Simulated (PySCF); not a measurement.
# Heteronuclear NMR

Geometry (Å), atoms numbered from 1 in this order:
```xyz
19

C     2.982   -0.141    0.039
Si    1.494    0.908   -0.497
C    -0.063   -0.080   -0.189
C    -1.372    0.211   -0.117
C    -2.175    1.446   -0.264
C    -1.801   -1.201    0.178
C    -0.297   -1.555    0.090
H     2.907   -0.435    1.082
H     3.059   -1.048   -0.553
H     3.911    0.409   -0.081
H     1.621    1.238   -1.926
H     1.459    2.156    0.280
H    -1.524    2.298   -0.440
H    -2.766    1.625    0.635
H    -2.869    1.349   -1.099
H    -2.252   -1.355    1.158
H    -2.431   -1.668   -0.579
H     0.142   -1.925    1.015
H    -0.034   -2.226   -0.726
```

Calculated, not measured (PySCF 2.14): PBE0/pcSseg-1 with gauge-including orbitals, geometry from GFN2-xTB. Relativity neglected, no solvent model, fast rotation and ring inversion assumed for equivalent nuclei, single conformer.

Question: Where does 29Si resonate?

Answer: 
```json
{"atoms": "Si2", "environment": "silicon bonded to 2 C, 2 H", "σ (ppm)": "417.4", "δ (ppm)": "-63.1"}
```

Shieldings were converted by a linear fit to measured shifts: 29Si (scatter 8.9 ppm rms, 25.8 ppm with the 6 outliers that the fit left out vs TMS, solution or neat liquid). Occasional misses reach two or three times the rms, and more in compound classes unlike the fitted ones.

On a 500 MHz spectrometer 29Si resonates near 99.3 MHz, so 1 ppm is 99.3 Hz.
